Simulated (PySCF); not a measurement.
A structure optimised at PBE-D3(BJ)/def2-SVP, used in a PySCF frequency run:

```xyz
9

S     -0.7756     1.9633    -1.2025
Sn    -0.0093    -0.0140     0.0209
S     -1.1023    -0.2374     2.1846
S     -0.4763    -1.8977    -1.4617
S      2.3675     0.1327     0.5479
H      0.2794     2.6878    -0.7308
H     -2.2556     0.3031     1.6957
H     -0.4485    -1.0644    -2.5422
H      2.6792    -0.5996    -0.5598
```

**Question.** Write its SMILES and formula.

**Answer.** [SH][Sn]([SH])([SH])[SH], H₄S₄Sn

**Question.** What are its rotational constants (standard atomic weights)?

**Answer.** 1.0031, 0.93406, 0.92394 GHz
